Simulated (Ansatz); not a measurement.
Stepwise reaction of `O[SiH2]N[SiH](O)O` with hydrogen fluoride, as a gas-phase model of exchange steps in deposition or etching. ΔE in kJ/mol.

Computed with Ansatz on PBE0-D4/def2-TZVP structures; ΔE is electronic, products minus reactants. CCSD(T)/CBS is the MP2 limit (def2-TZVPP, def2-QZVPP) plus CCSD(T) − MP2 in def2-TZVPP, frozen cores. This one scheme is used for every species. DFT in def2-TZVPP. B3LYP here is the variant with VWN-RPA as its local correlation; programs differ in this. One conformer a species, not always the lowest.

```tsv
step	reaction	PBE-D4	B3LYP-D4	ωB97M-V	CCSD(T)/CBS
1	`O[SiH2]N[SiH](O)O` + H–F → `O[SiH](O)N[SiH2]F` + H₂O	-38.0	-41.5	-41.0	-41.0
2	`O[SiH](O)N[SiH2]F` + H–F → `O[SiH](F)N[SiH2]F` + H₂O	-39.5	-41.9	-41.5	-42.7
```

Q: Give the row of step 3, `O[SiH](F)N[SiH2]F` + H–F → `F[SiH2]N[SiH](F)F` + H₂O. (Best estimate.)

A: Ansatz gave: 
```tsv
step	reaction	PBE-D4	B3LYP-D4	ωB97M-V	CCSD(T)/CBS
3	`O[SiH](F)N[SiH2]F` + H–F → `F[SiH2]N[SiH](F)F` + H₂O	-40.3	-42.8	-42.5	-41.7
```

Q: By hand: ΔE of the 3 steps together at CCSD(T)/CBS.

A: (-41.0) + (-42.7) + (-41.7) = -125.4 kJ/mol, or -41.8 kJ/mol a step.

In ΔE the steps differ by no more than 1.7 kJ/mol. All are downhill at CCSD(T)/CBS. PBE-D4 differs from CCSD(T)/CBS by 1.4 to 3.2 kJ/mol a step. Isolated molecules leave out the surface, adducts and barriers. Largest T1 diagnostic: 0.012.
